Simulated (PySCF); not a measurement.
Job file and geometry (Å, from GFN2-xTB) of an NMR shielding run on SMILES C[BH2-][NH2+]CCC, C$_{4}$H$_{14}$BN, PySCF 2.14.0, density-fitted response routines, GIAO PBE0/pcSseg-1 NMR shielding, non-relativistic, gas phase; density fitting, a coarse starting grid and PySCF grid level 2 are the driver's defaults:

```
{"job": {"kind": "nmr", "xc": "PBE0", "basis": "pcSseg-1"}, "charge": 0, "multiplicity": 1}
C      3.185980     0.297782    -0.307251
B      1.947216    -0.449870     0.428035
N      0.600413     0.218391    -0.253815
C     -0.675118    -0.290815     0.240991
C     -1.878787     0.367966    -0.430414
C     -3.189170    -0.190344     0.111982
H      3.195732     0.135596    -1.386728
H      3.182991     1.377302    -0.145184
H      4.137688    -0.068637     0.068749
H      1.883216    -1.616582     0.185101
H      1.869106    -0.208080     1.594168
H      0.686142     0.057222    -1.253614
H      0.673613     1.218835    -0.090560
H     -0.704292    -0.123509     1.319508
H     -0.690555    -1.369472     0.072647
H     -1.847073     1.447548    -0.259124
H     -1.832805     0.198930    -1.509829
H     -3.262902    -0.016896     1.182837
H     -4.037069     0.286684    -0.372899
H     -3.249475    -1.261372    -0.065510
```

Task: Write the output of this run.

Result: 
```
coarse grid: 15176 points
cycle   1  E = -240.0201680807  dE =  3.216e-01  |g| = 5.253e-01  |ddm| = 3.566e+00
cycle   2  E = -240.0182627306  dE =  1.905e-03  |g| = 5.531e-01  |ddm| = 1.096e+00
cycle   3  E = -240.1032355565  dE = -8.497e-02  |g| = 4.546e-02  |ddm| = 5.342e-01
cycle   4  E = -240.1036498396  dE = -4.143e-04  |g| = 2.005e-02  |ddm| = 5.999e-02
cycle   5  E = -240.1037448098  dE = -9.497e-05  |g| = 4.931e-03  |ddm| = 2.104e-02
cycle   6  E = -240.1037501103  dE = -5.301e-06  |g| = 1.582e-03  |ddm| = 5.445e-03
final grid: 142240 points
cycle   7  E = -240.1343028399  dE = -5.858e-05  |g| = 1.035e-02  |ddm| = 3.412e-02
cycle   8  E = -240.1342948625  dE =  7.977e-06  |g| = 1.199e-02  |ddm| = 1.783e-02
cycle   9  E = -240.1343297539  dE = -3.489e-05  |g| = 6.835e-04  |ddm| = 9.474e-03
cycle  10  E = -240.1343298452  dE = -9.123e-08  |g| = 2.151e-04  |ddm| = 5.466e-04
cycle  11  E = -240.1343298545  dE = -9.377e-09  |g| = 4.304e-05  |ddm| = 1.730e-04
cycle  12  E = -240.1343298550  dE = -4.470e-10  |g| = 1.086e-05  |ddm| = 4.334e-05
converged SCF energy = -240.1343298550

GIAO shielding tensors (ppm)
atom      isotropic    diamagn.    paramagn.     s11        s22        s33       span
  0 C      182.739     249.530     -66.791    175.265    184.570    188.383     13.118
  1 B      116.857     186.310     -69.453     97.848    113.165    139.559     41.711
  2 N      188.220     321.581    -133.361    171.884    177.429    215.346     43.463
  3 C      134.940     248.263    -113.323    105.180    130.431    169.208     64.028
  4 C      156.625     249.010     -92.385    140.998    156.806    172.071     31.073
  5 C      173.559     244.552     -70.994    164.483    167.960    188.233     23.750
  6 H       32.147      31.084       1.063     28.508     30.266     37.666      9.158
  7 H       32.147      31.125       1.021     28.507     30.266     37.666      9.159
  8 H       31.449      28.762       2.686     27.609     27.900     38.838     11.229
  9 H       29.528      31.245      -1.716     25.920     29.984     32.681      6.761
 10 H       29.527      31.242      -1.715     25.920     29.980     32.681      6.761
 11 H       29.236      35.327      -6.090     22.927     28.937     35.845     12.918
 12 H       29.235      35.397      -6.162     22.929     28.931     35.844     12.915
 13 H       28.896      33.062      -4.165     23.945     30.463     32.281      8.336
 14 H       28.896      33.036      -4.139     23.942     30.466     32.280      8.338
 15 H       30.277      32.083      -1.807     25.689     30.321     34.820      9.132
 16 H       30.278      32.038      -1.761     25.690     30.323     34.820      9.129
 17 H       30.756      28.396       2.360     26.372     28.949     36.947     10.575
 18 H       30.412      26.359       4.053     25.762     27.598     37.876     12.114
 19 H       30.755      28.358       2.397     26.372     28.946     36.948     10.575
```

Size and cost of the density-fitted run: 172 basis functions, 31 s wall time on 1 thread of an x86-64 server CPU, shared host.
